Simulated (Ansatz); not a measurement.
Level of theory: Ansatz (a quantum-chemistry and plane-wave program) with B3LYP-D3(BJ)/def2-TZVP // PBE0-D3(BJ)/def2-SVP. Gas-phase values, no solvent. One relaxed conformer stands for a flexible species; it need not be the lowest. B3LYP has the VWN-RPA correlation part, as in Gaussian.  In the def2 sets, heavy atoms carry core potentials.

Reference species (SMILES): `[OH][Sn]([OH])([OH])[CH]1CCCC1` (neutral, multiplicity 1).

- vertical ionisation energy (Delta-SCF): 9.54 eV
- HOMO: -7.69 eV
- LUMO: -1.18 eV

Changed species: `F[C]([Sn]([OH])([OH])[OH])(F)F` (Y = trifluoromethyl; the reference has Y = cyclopentyl).

### Question
Predict the effect on the vertical ionisation energy (Delta-SCF), HOMO and LUMO.

### Answer
the vertical ionisation energy (Delta-SCF) increases by 1.20 eV, to 10.74 eV; the HOMO falls by 0.94 eV, to -8.63 eV; the LUMO drops by 0.92 eV, to -2.10 eV.
